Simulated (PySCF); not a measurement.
C3H5BO3, SMILES OB(O)C1=COC1.

Coordinates come from a PBE0-D3(BJ)/def2-SVP optimisation. This is a generated structure with no PubChem entry under its InChIKey; it may be hypothetical. One conformer was computed; it need not be the lowest.

Two levels are set side by side: PBE/def2-TZVP (PySCF) and PBE0/def2-TZVP (PySCF). Same geometry, gas phase. Differences are taken from unrounded values.

```csv
quantity,PBE0
orbital gap (eV),6.40
highest occupied level (eV),-7.02
lowest empty level (eV),-0.62
dipole moment (D),2.20
mean polarisability (bohr³),56.7
```

**Question.** What does PBE give, and how far is it from PBE0? (An estimate is asked for; the answer gives what the named calculation found.)

**Answer.** 
```tsv
quantity	PBE	PBE minus PBE0
orbital gap (eV)	4.29	-2.11
highest occupied level (eV)	-5.79	1.23
lowest empty level (eV)	-1.50	-0.88
dipole moment (D)	2.19	0.00
mean polarisability (bohr³)	59.2	2.5
```

PBE's occupied levels lie high since its potential decays too fast outside the molecule; exact exchange lowers them and widens the gap. Loosely held outer electrons make PBE densities more polarisable. Differences between two approximate levels are no errors against the true value.

Rough cost on one machine, each run with all the roots and properties that it gave: PBE0 against PBE within a factor of 2.
